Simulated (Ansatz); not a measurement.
Steps of a relaxation of CH₇NOSSi (`NC(O)[SiH2]S`) with RKS PBE-D4/def2-SVP.

```sh
$ ansatz run in.yaml --threads 4 --pin off --events-out ev --progress --plain --max-ram 10444MiB
```

```yaml
crystal:
  periodic: [false, false, false]
  atoms:
    - {symbol: N, position_ang: [-1.113600, -0.148800, 1.119800]}
    - {symbol: C, position_ang: [0.114100, -0.581700, 0.596700]}
    - {symbol: O, position_ang: [1.059700, 0.062300, 1.388200]}
    - {symbol: Si, position_ang: [0.375100, -0.327900, -1.297200]}
    - {symbol: S, position_ang: [0.028300, 1.750800, -1.736400]}
    - {symbol: H, position_ang: [-1.928400, -0.557900, 0.623100]}
    - {symbol: H, position_ang: [-1.231000, 0.890600, 0.882300]}
    - {symbol: H, position_ang: [0.233000, -1.636500, 0.786100]}
    - {symbol: H, position_ang: [0.653800, 0.154900, 2.308600]}
    - {symbol: H, position_ang: [1.639400, -0.761300, -1.764100]}
    - {symbol: H, position_ang: [-0.778600, -1.090700, -1.982300]}
    - {symbol: H, position_ang: [1.025400, 2.191100, -0.890600]}
basis:
  gaussian: {orbitals: def2-SVP}
hamiltonian: {xc: pbe, dispersion: d4}
relax: {f_tol: 0.03, max_steps: 200}
```

Positions (Å) and forces (eV/Å) along the path, 10 of 12 steps:

```xyz
12
step=1 energy=-23377.7146 eV
N    -1.114   -0.149    1.120   -2.966    1.706   -0.446
C     0.114   -0.582    0.597    0.943    0.226    0.198
O     1.060    0.062    1.388    1.442    1.169    0.975
Si    0.375   -0.328   -1.297   -1.812    0.420    0.588
S     0.028    1.751   -1.736    0.126    0.396    0.101
H    -1.928   -0.558    0.623    0.146   -0.204    0.285
H    -1.231    0.891    0.882    0.309   -1.181    0.291
H     0.233   -1.637    0.786   -0.332   -1.673   -0.082
H     0.654    0.155    2.309    0.306   -0.321   -1.296
H     1.639   -0.761   -1.764    1.582   -0.643   -0.641
H    -0.779   -1.091   -1.982    0.501    0.301    0.201
H     1.025    2.191   -0.891   -0.246   -0.195   -0.172
12
step=2 energy=-23378.0960 eV
N    -1.168   -0.114    1.103   -1.126    0.829   -0.356
C     0.099   -0.599    0.629    0.517    0.167   -0.266
O     1.123    0.091    1.318    0.083    0.217    0.379
Si    0.384   -0.302   -1.257   -0.776   -0.088    0.058
S     0.014    1.784   -1.702    0.267   -0.002    0.268
H    -1.977   -0.611    0.677    0.412   -0.023    0.291
H    -1.282    0.876    0.759    0.105   -0.620    0.257
H     0.164   -1.691    0.816   -0.165   -0.377    0.049
H     0.773    0.193    2.238    0.168   -0.078   -0.349
H     1.677   -0.797   -1.758    0.558   -0.122   -0.203
H    -0.734   -1.031   -1.969    0.109    0.035   -0.022
H     1.003    2.145   -0.821   -0.152    0.062   -0.107
12
step=3 energy=-23378.1549 eV
N    -1.190   -0.062    1.096   -0.375    0.013   -0.388
C     0.084   -0.590    0.625    0.132   -0.135   -0.064
O     1.150    0.116    1.256   -0.277   -0.220   -0.069
Si    0.366   -0.347   -1.270    0.258    0.123    0.130
S     0.057    1.772   -1.622   -0.056    0.157   -0.081
H    -1.993   -0.654    0.788    0.491    0.243    0.244
H    -1.339    0.869    0.653    0.005   -0.232    0.134
H     0.100   -1.696    0.848    0.002    0.199    0.087
H     0.850    0.210    2.185    0.049    0.038    0.035
H     1.713   -0.810   -1.779   -0.099    0.004    0.074
H    -0.717   -1.066   -2.025   -0.041    0.074   -0.053
H     0.996    2.204   -0.719   -0.089   -0.265   -0.050
12
step=4 energy=-23378.1845 eV
N    -1.186   -0.046    1.091   -0.074   -0.063   -0.242
C     0.085   -0.584    0.620   -0.005   -0.050    0.064
O     1.151    0.117    1.251   -0.094   -0.145   -0.087
Si    0.373   -0.333   -1.273    0.053    0.011   -0.068
S     0.047    1.780   -1.637    0.159    0.023    0.133
H    -1.974   -0.669    0.848    0.175    0.080    0.110
H    -1.362    0.853    0.607   -0.032   -0.020    0.074
H     0.092   -1.684    0.864    0.023    0.154   -0.008
H     0.856    0.214    2.180    0.020    0.051    0.039
H     1.723   -0.803   -1.768   -0.104    0.032    0.066
H    -0.714   -1.017   -2.054    0.004   -0.043   -0.002
H     0.988    2.115   -0.696   -0.126   -0.028   -0.079
12
step=6 energy=-23378.2021 eV
N    -1.174   -0.011    1.066    0.006   -0.064   -0.019
C     0.078   -0.577    0.593   -0.079    0.015   -0.004
O     1.171    0.105    1.195    0.045    0.061    0.057
Si    0.374   -0.345   -1.301   -0.001    0.019   -0.002
S     0.098    1.785   -1.603    0.001   -0.011   -0.020
H    -1.957   -0.667    0.953    0.031    0.048    0.019
H    -1.401    0.853    0.547   -0.001   -0.030    0.000
H     0.072   -1.664    0.860    0.001   -0.023    0.002
H     0.876    0.291    2.113   -0.006   -0.011   -0.048
H     1.727   -0.820   -1.759   -0.007   -0.014    0.004
H    -0.697   -1.036   -2.100   -0.002    0.010   -0.010
H     0.910    2.028   -0.530    0.013    0.001    0.021
12
step=7 energy=-23378.2039 eV
N    -1.175   -0.013    1.066   -0.007   -0.008   -0.026
C     0.076   -0.573    0.588   -0.053   -0.010    0.003
O     1.169    0.119    1.182    0.056    0.044    0.038
Si    0.373   -0.344   -1.307   -0.027    0.023   -0.007
S     0.125    1.790   -1.596    0.006   -0.007   -0.006
H    -1.951   -0.681    0.989    0.008    0.023    0.000
H    -1.425    0.836    0.534    0.002   -0.024    0.015
H     0.077   -1.659    0.859    0.018   -0.022    0.002
H     0.871    0.317    2.096   -0.014   -0.008   -0.027
H     1.720   -0.835   -1.759    0.017   -0.019   -0.001
H    -0.700   -1.022   -2.115   -0.003    0.012    0.003
H     0.917    2.009   -0.503   -0.001   -0.004    0.005
12
step=8 energy=-23378.2026 eV rejected
N    -1.175   -0.024    1.058   -0.005   -0.054    0.085
C     0.084   -0.570    0.585    0.002    0.068   -0.178
O     1.168    0.143    1.179   -0.072   -0.014    0.036
Si    0.372   -0.335   -1.313   -0.017   -0.159    0.083
S     0.151    1.794   -1.592    0.027    0.082   -0.016
H    -1.947   -0.696    0.992    0.031   -0.010   -0.001
H    -1.439    0.823    0.532    0.043   -0.018   -0.018
H     0.115   -1.657    0.854   -0.057    0.032    0.021
H     0.845    0.343    2.083    0.041    0.039    0.037
H     1.704   -0.879   -1.756    0.006    0.041   -0.038
H    -0.722   -0.989   -2.110   -0.004   -0.012   -0.020
H     0.921    1.992   -0.478    0.004    0.005    0.009
12
step=10 energy=-23378.2055 eV
N    -1.178   -0.032    1.061   -0.013   -0.014    0.011
C     0.083   -0.564    0.581    0.031   -0.007    0.011
O     1.161    0.160    1.173   -0.028   -0.016   -0.003
Si    0.368   -0.340   -1.316    0.003   -0.007   -0.005
S     0.180    1.801   -1.582    0.004    0.001   -0.007
H    -1.942   -0.713    0.990    0.015    0.005   -0.001
H    -1.447    0.812    0.531    0.002    0.007   -0.006
H     0.119   -1.649    0.860   -0.006    0.018    0.000
H     0.839    0.372    2.075    0.007    0.005    0.014
H     1.694   -0.882   -1.780   -0.006    0.009    0.001
H    -0.733   -0.992   -2.107    0.001    0.013   -0.006
H     0.934    1.973   -0.451   -0.010   -0.014   -0.010
12
step=11 energy=-23378.2051 eV rejected
N    -1.178   -0.033    1.062   -0.009   -0.002    0.002
C     0.085   -0.563    0.583    0.016    0.007    0.003
O     1.160    0.163    1.176   -0.017   -0.007   -0.001
Si    0.369   -0.339   -1.314   -0.021   -0.002   -0.067
S     0.187    1.800   -1.593    0.015   -0.023    0.051
H    -1.940   -0.717    0.992    0.007    0.003   -0.003
H    -1.448    0.809    0.530   -0.002    0.002    0.001
H     0.122   -1.647    0.863   -0.001    0.012   -0.004
H     0.837    0.375    2.078    0.007    0.004    0.004
H     1.693   -0.884   -1.783   -0.005   -0.002    0.012
H    -0.736   -0.977   -2.110    0.005   -0.023    0.008
H     0.925    1.958   -0.449    0.004    0.032   -0.007
12
step=12 energy=-23378.2056 eV
N    -1.178   -0.031    1.061    0.001    0.001    0.005
C     0.084   -0.564    0.582   -0.001   -0.003    0.002
O     1.160    0.162    1.174    0.003    0.002    0.005
Si    0.367   -0.341   -1.316    0.005   -0.004   -0.006
S     0.178    1.798   -1.583    0.001    0.016   -0.005
H    -1.941   -0.713    0.986    0.000    0.001   -0.001
H    -1.444    0.813    0.531   -0.004   -0.001   -0.001
H     0.119   -1.647    0.862   -0.001   -0.005    0.003
H     0.842    0.372    2.077    0.000   -0.002    0.000
H     1.694   -0.880   -1.780    0.001   -0.003   -0.002
H    -0.734   -0.989   -2.111   -0.002   -0.003    0.001
H     0.930    1.965   -0.450   -0.002    0.001   -0.002
```

Run time 16 s (4 threads of an Arm Neoverse V2 on a shared host); peak host memory 0.18 GiB.
